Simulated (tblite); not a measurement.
Record of a relaxation.

C₄H₉SeSi (doublet state).
Atom-mapped SMILES: `[SeH:1][C@@H:2]1[CH2:3][CH2:4][CH2:5][SiH:6]1` (hydrogens: H7 on Se1; H8 on C2; H9, H10 on C3; H11, H12 on C4; H13, H14 on C5; H15 on Si6)

Computed with GFN2-xTB (tblite), gas phase: L-BFGS steps from a force-field or distance-geometry start until the largest atomic force falls under 0.01 eV/Å. 9 of its 63 geometries are shown.

Step 0: E = -488.7566 eV, largest atomic force 1.849 eV/Å
```
atom  x, y, z in Å  |  force x, y, z in eV/Å
Se1     2.650    0.920    0.752    0.940   0.406   0.234
C2      0.963   -0.014    0.685    0.065  -1.597  -0.074
C3      0.480   -0.285   -0.721    0.272   0.893  -0.879
C4     -0.936   -0.786   -0.624   -0.336  -1.457  -0.566
C5     -1.762    0.191    0.163   -0.922  -0.379   1.239
Si6    -0.491    1.049    1.238    0.331   1.699   0.649
H7      3.832   -0.005    0.432   -1.026   0.077   0.082
H8      0.970   -0.976    1.230    0.470   0.304   0.041
H9      1.120   -0.979   -1.276    0.007   0.206  -0.011
H10     0.448    0.721   -1.213    0.262  -0.826  -0.231
H11    -1.429   -0.920   -1.607    0.545  -0.233   0.284
H12    -0.890   -1.786   -0.100   -0.251   0.799  -0.549
H13    -2.397   -0.397    0.865   -0.361   0.604  -0.902
H14    -2.329    0.896   -0.466    0.011  -0.535   0.390
H15    -0.233    2.378    0.618   -0.008   0.039   0.294
```

Step 8: E = -489.2458 eV, largest atomic force 0.309 eV/Å
```
atom  x, y, z in Å  |  force x, y, z in eV/Å
Se1     2.659    0.979    0.824    0.252   0.026   0.003
C2      0.989   -0.030    0.669   -0.137  -0.085  -0.237
C3      0.501   -0.287   -0.750   -0.065  -0.064  -0.123
C4     -0.939   -0.808   -0.624    0.026  -0.057  -0.006
C5     -1.764    0.163    0.240    0.015  -0.003  -0.115
Si6    -0.435    1.115    1.255   -0.179   0.180   0.041
H7      3.635   -0.047    0.426   -0.301   0.069   0.007
H8      1.088   -0.963    1.230    0.073   0.074  -0.003
H9      1.133   -0.980   -1.313   -0.019  -0.089   0.140
H10     0.494    0.657   -1.309    0.010  -0.066   0.025
H11    -1.383   -0.951   -1.614    0.025   0.096   0.084
H12    -0.918   -1.790   -0.142    0.066   0.016   0.014
H13    -2.525   -0.367    0.815    0.182  -0.032   0.049
H14    -2.324    0.849   -0.393    0.072   0.122  -0.066
H15    -0.217    2.468    0.667   -0.021  -0.188   0.186
```

Step 16: E = -489.2914 eV, largest atomic force 0.126 eV/Å
```
atom  x, y, z in Å  |  force x, y, z in eV/Å
Se1     2.656    1.017    0.827    0.003  -0.064  -0.104
C2      0.979    0.000    0.652    0.002  -0.038  -0.058
C3      0.507   -0.301   -0.763   -0.003  -0.001  -0.004
C4     -0.933   -0.808   -0.632    0.045  -0.004   0.027
C5     -1.749    0.171    0.225   -0.016  -0.027  -0.030
Si6    -0.452    1.106    1.283   -0.029   0.041  -0.068
H7      3.514   -0.074    0.402    0.022   0.053  -0.023
H8      1.127   -0.922    1.216   -0.018  -0.012   0.039
H9      1.134   -1.037   -1.275    0.009   0.040   0.065
H10     0.508    0.618   -1.356    0.076  -0.024  -0.017
H11    -1.387   -0.941   -1.617    0.048   0.006   0.063
H12    -0.904   -1.785   -0.142   -0.034  -0.019  -0.005
H13    -2.489   -0.368    0.812   -0.067   0.007  -0.022
H14    -2.296    0.865   -0.411   -0.007   0.035   0.014
H15    -0.222    2.468    0.756   -0.031   0.006   0.122
```

Step 23: E = -489.3111 eV, largest atomic force 0.140 eV/Å
```
atom  x, y, z in Å  |  force x, y, z in eV/Å
Se1     2.650    1.034    0.742    0.000  -0.018   0.039
C2      0.968    0.014    0.651    0.106   0.013  -0.025
C3      0.516   -0.319   -0.762    0.040  -0.018   0.057
C4     -0.928   -0.809   -0.631    0.038  -0.047  -0.062
C5     -1.751    0.179    0.210   -0.009  -0.039  -0.040
Si6    -0.471    1.095    1.296    0.002   0.085   0.058
H7      3.493   -0.075    0.346    0.041   0.017  -0.038
H8      1.120   -0.900    1.232    0.045   0.057  -0.006
H9      1.159   -1.080   -1.214   -0.071  -0.015  -0.034
H10     0.566    0.574   -1.396   -0.059  -0.075   0.102
H11    -1.371   -0.946   -1.618   -0.032  -0.017  -0.032
H12    -0.911   -1.784   -0.137   -0.024   0.040  -0.006
H13    -2.509   -0.358    0.777   -0.044   0.030  -0.020
H14    -2.281    0.882   -0.431    0.003   0.023  -0.026
H15    -0.254    2.502    0.913   -0.037  -0.036   0.034
```

Step 31: E = -489.3236 eV, largest atomic force 0.081 eV/Å
```
atom  x, y, z in Å  |  force x, y, z in eV/Å
Se1     2.669    1.047    0.707   -0.043   0.039   0.002
C2      0.981    0.026    0.654    0.032  -0.032   0.005
C3      0.520   -0.349   -0.746    0.018   0.009   0.003
C4     -0.931   -0.817   -0.634    0.007  -0.040   0.000
C5     -1.750    0.190    0.184   -0.031   0.000  -0.004
Si6    -0.481    1.078    1.310   -0.002   0.009   0.080
H7      3.506   -0.054    0.272   -0.001   0.014  -0.022
H8      1.160   -0.861    1.265    0.001  -0.052  -0.023
H9      1.143   -1.132   -1.187    0.030   0.023  -0.011
H10     0.574    0.532   -1.391    0.009  -0.016  -0.016
H11    -1.360   -0.960   -1.628   -0.005   0.014  -0.001
H12    -0.941   -1.787   -0.132   -0.011  -0.014   0.042
H13    -2.540   -0.326    0.724   -0.034   0.019   0.023
H14    -2.247    0.906   -0.469    0.037   0.050  -0.050
H15    -0.307    2.514    1.050   -0.005  -0.025  -0.028
```

Step 39: E = -489.3358 eV, largest atomic force 0.113 eV/Å
```
atom  x, y, z in Å  |  force x, y, z in eV/Å
Se1     2.646    1.083    0.681   -0.069   0.083   0.034
C2      0.990    0.008    0.669    0.023  -0.040  -0.017
C3      0.521   -0.383   -0.725    0.004   0.027  -0.042
C4     -0.936   -0.832   -0.616   -0.024  -0.051  -0.018
C5     -1.742    0.215    0.159   -0.026   0.008   0.010
Si6    -0.489    1.022    1.358    0.042   0.050  -0.008
H7      3.494    0.026    0.174    0.028  -0.023  -0.032
H8      1.219   -0.880    1.263   -0.037   0.000   0.021
H9      1.151   -1.162   -1.162   -0.027  -0.059   0.035
H10     0.575    0.482   -1.390    0.011   0.084   0.024
H11    -1.350   -0.978   -1.614   -0.032  -0.059  -0.013
H12    -0.982   -1.788   -0.091    0.046  -0.026   0.026
H13    -2.599   -0.239    0.656    0.005  -0.006  -0.081
H14    -2.139    0.959   -0.534   -0.001   0.046   0.042
H15    -0.364    2.474    1.150    0.058  -0.035   0.019
```

Step 46: E = -489.3474 eV, largest atomic force 0.083 eV/Å
```
atom  x, y, z in Å  |  force x, y, z in eV/Å
Se1     2.599    1.129    0.666   -0.027   0.031   0.043
C2      0.994   -0.018    0.675   -0.073   0.000   0.040
C3      0.518   -0.410   -0.716   -0.006  -0.019   0.012
C4     -0.942   -0.850   -0.606   -0.021   0.042   0.027
C5     -1.730    0.239    0.129   -0.009   0.025   0.021
Si6    -0.491    0.969    1.395   -0.050  -0.022  -0.031
H7      3.462    0.127    0.079    0.051  -0.012  -0.031
H8      1.253   -0.899    1.267    0.006   0.013  -0.005
H9      1.136   -1.208   -1.133    0.025  -0.009  -0.073
H10     0.587    0.459   -1.377   -0.011  -0.029  -0.025
H11    -1.363   -1.037   -1.598    0.033  -0.008   0.032
H12    -0.989   -1.786   -0.041   -0.006   0.052  -0.007
H13    -2.650   -0.162    0.551    0.017  -0.010   0.001
H14    -2.025    1.028   -0.566    0.007  -0.057  -0.031
H15    -0.363    2.427    1.253    0.064   0.002   0.028
```

Step 54: E = -489.3530 eV, largest atomic force 0.056 eV/Å
```
atom  x, y, z in Å  |  force x, y, z in eV/Å
Se1     2.566    1.151    0.670    0.020   0.047   0.022
C2      0.986   -0.030    0.680   -0.008  -0.001   0.007
C3      0.517   -0.430   -0.712   -0.014  -0.011   0.010
C4     -0.945   -0.856   -0.595   -0.019   0.004   0.001
C5     -1.728    0.257    0.104    0.006   0.001  -0.006
Si6    -0.507    0.940    1.411    0.029  -0.041  -0.023
H7      3.445    0.202    0.017    0.006  -0.004  -0.006
H8      1.270   -0.903    1.273   -0.015  -0.019  -0.021
H9      1.127   -1.234   -1.132    0.023  -0.003   0.012
H10     0.590    0.430   -1.384   -0.014   0.002   0.015
H11    -1.361   -1.072   -1.581   -0.001  -0.015   0.000
H12    -1.001   -1.770    0.002   -0.003  -0.004  -0.016
H13    -2.673   -0.119    0.490    0.001   0.018   0.018
H14    -1.969    1.046   -0.611   -0.020  -0.001  -0.019
H15    -0.323    2.396    1.347    0.008   0.029   0.006
```

Step 62: E = -489.3539 eV, largest atomic force 0.008 eV/Å
```
atom  x, y, z in Å  |  force x, y, z in eV/Å
Se1     2.567    1.151    0.684   -0.004   0.001   0.005
C2      0.987   -0.034    0.679   -0.006  -0.004   0.000
C3      0.516   -0.429   -0.713   -0.005  -0.001   0.000
C4     -0.947   -0.858   -0.596   -0.004  -0.003  -0.001
C5     -1.730    0.257    0.103    0.002  -0.001   0.000
Si6    -0.503    0.943    1.404    0.004  -0.002  -0.001
H7      3.450    0.208    0.024    0.004   0.000  -0.002
H8      1.264   -0.912    1.267    0.001   0.000  -0.002
H9      1.130   -1.227   -1.137   -0.002   0.003   0.000
H10     0.582    0.436   -1.380    0.003  -0.003   0.000
H11    -1.362   -1.077   -1.581    0.001   0.002  -0.004
H12    -1.002   -1.772    0.001    0.002  -0.001   0.003
H13    -2.670   -0.118    0.501    0.007   0.004   0.000
H14    -1.981    1.040   -0.616    0.001  -0.003   0.003
H15    -0.306    2.398    1.337   -0.003   0.007   0.000
```

**Question.** Summarise the path.

**Answer.** The energy falls by 13.77 kcal/mol from step 0 to step 62; nine tenths of that is first reached at step 18. It falls at every step. The largest force goes from 1.849 to 0.008 eV/Å. Among the bonds Se1–H7 changes most, from 1.535 to 1.450 Å; the atoms move by 0.349 Å rms after alignment.

What follows is the cost of the whole relaxation. Hardware: one thread, Arm Neoverse V2 (aarch64), shared host with 96 logical CPUs at a one-minute load of 27. Cost: 0.33 s of wall time.
